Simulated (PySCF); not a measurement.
C₆H₉FO₂Si.
Atom-mapped SMILES: `[O:1]=[C:2]([OH:3])[C:4]1=[CH:5][C@@H:6]1[CH2:7][CH2:8][SiH2:9][F:10]`

Structure used (GFN2-xTB), in Å, numbered top down from 1:
```xyz
19
C6H9FO2Si angstrom
O      1.9890   -0.8094    1.5697
C      2.5290   -0.4117    0.5669
O      3.8633   -0.3877    0.4179
C      1.8386    0.0882   -0.6004
C      1.7286    0.9243   -1.6021
C      0.5654    0.0058   -1.4109
C     -0.7454    0.4925   -0.8315
C     -1.2964   -0.5265    0.1719
Si    -2.9362    0.0072    0.9564
F     -3.9813    0.2564   -0.2512
H      4.2920   -0.7328    1.2172
H      2.1093    1.7634   -2.1317
H      0.4637   -0.8471   -2.0775
H     -1.4676    0.6469   -1.6367
H     -0.5850    1.4508   -0.3323
H     -0.5446   -0.6925    0.9452
H     -1.4251   -1.4825   -0.3416
H     -3.5504   -1.0381    1.7607
H     -2.8567    1.3021    1.6176
```

Definitions: NICS(0) = −σiso at the ring centroid; NICS(1) = −σiso and NICS(1)zz = −σzz at ±1 Å along the ring normal z. Level: GIAO PBE0/pcSseg-1 (PySCF, non-relativistic, gas phase) on the GFN2-xTB geometry, one conformer.

Ring bond lengths (Å), with Mayer bond orders in brackets: C4–C5 1.309 (1.64), C5–C6 1.494 (0.93), C6–C4 1.512 (0.90).

Task: What do the NICS probes read (ppm)?

Result: 
```tsv
ring	type	NICS(0)	NICS(1), two faces	NICS(1)zz, two faces	rms pucker (Å)	centre to ring atoms, mean (Å)
C4–C5–C6	3-membered carbocycle; formal bonds 1 double, 2 single	-29.0	-6.8 / -6.7	-12.6 / -14.4	0.00	0.83
```

Task: What do they say, and how far can they be read as aromaticity?

Result: 
- C4–C5–C6: mean NICS(1)zz -13.5 ppm, shielded. C6 has four or more neighbours; no verdict on aromaticity is drawn. NICS(0) lies 22 ppm below the mean NICS(1).

Task: How shielded are the nuclei of the rings and their hydrogens (means over atoms taken as equivalent)?

Result: 
| atoms | environment | σ isotropic (ppm) |
| --- | --- | --- |
| C4 | fully substituted alkene carbon | 56.9 |
| C5 | alkene CH carbon | 49.9 |
| C6 | allylic carbon | 155.8 |
| H12 | vinylic hydrogen | 23.82 |
| H13 | methine hydrogen | 29.45 |

The run took 84 s wall on Arm Neoverse N1, one thread, no GPU, shared host with 64 logical CPUs at a one-minute load of 61, and the process peaked at 1.1 GiB of memory. This is the whole shielding run at PBE0/pcSseg-1, SCF included.
